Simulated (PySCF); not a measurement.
Computed shifts of a molecule C4H6O2, PBE/pcSseg-1 in PySCF, GIAO, gas phase, equivalent atoms averaged, in ppm (number of nuclei): ¹³C: 130.3 (2), 116.8 (1), 22.6 (1). ¹H: 6.77 (1), 6.25 (2), 1.46 (3). References: ¹³C against TMS (σ = 182.0 ppm); ¹⁷O against H2O (σ = 334.3 ppm); ¹H against TMS (σ = 31.49 ppm), references at their B3LYP-D3(BJ)/def2-TZVP geometries, non-relativistic. Coordinates come from a PBE0-D3(BJ)/def2-SVP optimisation. One conformer was computed; it need not be the lowest.

Task: Which structure fits?
A. C=CC1OCO1
B. CC=C1OCO1
C. O=C[C@H]1CCO1
D. CC1OC=CO1

Result: D, CC1OC=CO1
